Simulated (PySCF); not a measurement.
Compound: C₃H₉NOSi.
Atom-mapped SMILES: `[CH2:1]=[N:2][SiH2:3][O:4][CH2:5][CH3:6]` (hydrogens: H7, H8 on C1; H9, H10 on Si3; H11, H12 on C5; H13, H14, H15 on C6)

Computed with core-valence-separated Tamm–Dancoff BHandHLYP/aug-pcX-1 (pcseg-1 on H, def2-SVPD on Si) in PySCF, non-relativistic, gas phase, PBE0-D3(BJ)/def2-SVP geometry.

Computed oxygen K-edge spectrum, Gaussian lines of 0.6 eV full width, highest printed point 100; it ends one width below the last computed root. The energies are unshifted.

| photon energy (eV) | absorption |
| --- | --- |
| 531.8 | 0 |
| 531.9 | 1 |
| 532.0 | 3 |
| 532.1 | 7 |
| 532.2 | 13 |
| 532.3 | 21 |
| 532.4 | 28 |
| 532.5 | 32 |
| 532.6 | 32 |
| 532.7 | 27 |
| 532.8 | 21 |
| 532.9 | 15 |
| 533.0 | 13 |
| 533.1 | 16 |
| 533.2 | 24 |
| 533.3 | 36 |
| 533.4 | 50 |
| 533.5 | 65 |
| 533.6 | 79 |
| 533.7 | 91 |
| 533.8 | 99 |
| 533.9 | 100 |
| 534.0 | 95 |
| 534.1 | 88 |
| 534.2 | 81 |
| 534.3 | 76 |

Q: Where are the maxima, and which lines make them up?

A: 2 maxima:
- 532.5 eV: O4 (silyl ether oxygen), 532.54 eV, f = 0.007, 100 % of the height at the exact maximum
- 533.9 eV: O4 (silyl ether oxygen), 533.86 eV, f = 0.014, 63 % of the height at the exact maximum; O4 (silyl ether oxygen), 533.90 eV, f = 0.004, 17 % of the height at the exact maximum

Further lines of some strength in the range: O4, 533.48 eV, f = 0.008.

Roots within 0.03 eV on the same or equivalent atoms count as one line; shares under 12 % aren't listed.

Vibrational structure and lifetime widths aren't in the curve. The ionisation threshold wasn't computed; near and above it a finite basis only mimics Rydberg series and continuum.

On one thread of an Arm Neoverse V2, shared host, this took 25 s and 0.90 GiB of memory at its peak.

Conformer computed: `[CH2:1]=[N:2][SiH2:3][O:4][CH2:5][CH3:6]`: C1–N2–Si3–O4 124°, N2–Si3–O4–C5 58°, Si3–O4–C5–C6 -171°.

One conformer stands for the species.
